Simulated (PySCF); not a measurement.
# KRb: script and output

Input:

```python
from pyscf import gto, dft

mol = gto.M(
    atom='K 0 0 0; Rb 0 0 4.205',
    basis='def2-svpd',
    ecp={'Rb': 'def2-svpd'},
    charge=0,
    spin=0,
    verbose=4,
)
mf = dft.RKS(mol, xc='lda,vwn')
mf.kernel()
mf.mulliken_pop()
mf.dip_moment()
print('orbital energies (hartree):', mf.mo_energy[..., max(0, mol.nelec[1]-3):mol.nelec[0]+3].round(4))
```

```bash
$ OMP_NUM_THREADS=1 python input.py
```

It prints (some set-up lines removed):

```
PySCF version 2.14.0

[INPUT] Symbol           X                Y                Z      unit          X                Y                Z       unit  Magmom
[INPUT]  1 K      0.000000000000   0.000000000000   0.000000000000 AA    0.000000000000   0.000000000000   0.000000000000 Bohr   0.0
[INPUT]  2 Rb     0.000000000000   0.000000000000   4.205000000000 AA    0.000000000000   0.000000000000   7.946298353796 Bohr   0.0

nuclear repulsion = 21.5194537615505
number of shells = 22
number of NR pGTOs = 92
number of NR cGTOs = 54
basis = def2-svpd
ecp = {'Rb': 'def2-svpd'}

******** <class 'pyscf.dft.rks.RKS'> ********
method = RKS
initial guess = minao
damping factor = 0
level_shift factor = 0
DIIS = <class 'pyscf.scf.diis.CDIIS'>
SCF conv_tol = 1e-09
SCF max_cycles = 50
XC functionals = lda,vwn

grids dens level: 3
Initial guess from minao.
tot grids = 41952
init E= -619.284459974246
  HOMO = -0.216285015701001  LUMO = -0.151853042264648  gap/eV = 1.75328
cycle= 1 E= -622.02399736492  delta_E= -2.74  |g|= 0.357  |ddm|= 2.95
  HOMO = -0.0973496773838107  LUMO = -0.0375871082376493  gap/eV = 1.62622
cycle= 2 E= -621.983671760728  delta_E= 0.0403  |g|= 0.371  |ddm|= 4.73
  HOMO = -0.0956407705580702  LUMO = -0.0535796217635252  gap/eV = 1.14454
cycle= 3 E= -622.101607228245  delta_E= -0.118  |g|= 0.0906  |ddm|=  3.7
  HOMO = -0.0930561969489538  LUMO = -0.0581550753285249  gap/eV = 0.94971
cycle= 4 E= -622.110491030946  delta_E= -0.00888  |g|= 0.0309  |ddm|= 1.16
  HOMO = -0.0939616257381424  LUMO = -0.0622432785178191  gap/eV = 0.86310
cycle= 5 E= -622.110257302455  delta_E= 0.000234  |g|= 0.0367  |ddm|= 0.79
  HOMO = -0.0963654650731236  LUMO = -0.0643034293255695  gap/eV = 0.87245
cycle= 6 E= -622.11253623767  delta_E= -0.00228  |g|= 0.00316  |ddm|= 0.376
  HOMO = -0.0974943007067779  LUMO = -0.0653913300765687  gap/eV = 0.87357
cycle= 7 E= -622.112540055412  delta_E= -3.82e-06  |g|= 0.000935  |ddm|= 0.0202
  HOMO = -0.0976408418025585  LUMO = -0.0655212696855187  gap/eV = 0.87402
cycle= 8 E= -622.11254129622  delta_E= -1.24e-06  |g|= 0.000103  |ddm|= 0.0112
  HOMO = -0.0976548243620208  LUMO = -0.0655453991060675  gap/eV = 0.87374
cycle= 9 E= -622.112541322721  delta_E= -2.65e-08  |g|= 6.84e-05  |ddm|= 0.00216
  HOMO = -0.0976567392112031  LUMO = -0.0655460279035651  gap/eV = 0.87378
cycle= 10 E= -622.112541332361  delta_E= -9.64e-09  |g|= 9e-06  |ddm|= 0.000777
  HOMO = -0.0976563181064733  LUMO = -0.0655455900133255  gap/eV = 0.87378
cycle= 11 E= -622.112541332524  delta_E= -1.63e-10  |g|= 9.7e-07  |ddm|= 0.000106
  HOMO = -0.0976562918800923  LUMO = -0.0655456890101256  gap/eV = 0.87377
Extra cycle  E= -622.112541332515  delta_E= 8.3e-12  |g|= 2.5e-06  |ddm|= 4.17e-05
converged SCF energy = -622.112541332515
 ** Mulliken pop  **
pop of  0 K 1s            1.99996
pop of  0 K 2s            1.99941
pop of  0 K 3s            1.99637
pop of  0 K 4s            1.07445
pop of  0 K 5s           -0.10988
pop of  0 K 2px           1.99918
pop of  0 K 2py           1.99918
pop of  0 K 2pz           1.99903
pop of  0 K 3px           1.99326
pop of  0 K 3py           1.99326
pop of  0 K 3pz           1.99277
pop of  0 K 4px           0.00862
[42 lines left out]
 ** Mulliken atomic charges  **
charge of    0K =      0.00945
charge of    1Rb =     -0.00945
Dipole moment(X, Y, Z, Debye):  0.00000, -0.00000,  0.31564
orbital energies (hartree): [-0.5787 -0.5779 -0.0977 -0.0655 -0.0359 -0.0359]
```

In short: E(SCF) = -622.112541 Eh, 11 cycles, μz(SCF) = 0.32 D.

Hardware: Arm Neoverse N1, 1 thread, shared host. Wall time 2.6 s.

Stability towards an unrestricted solution was not tested. The bond length is a typed value, not an optimised one.
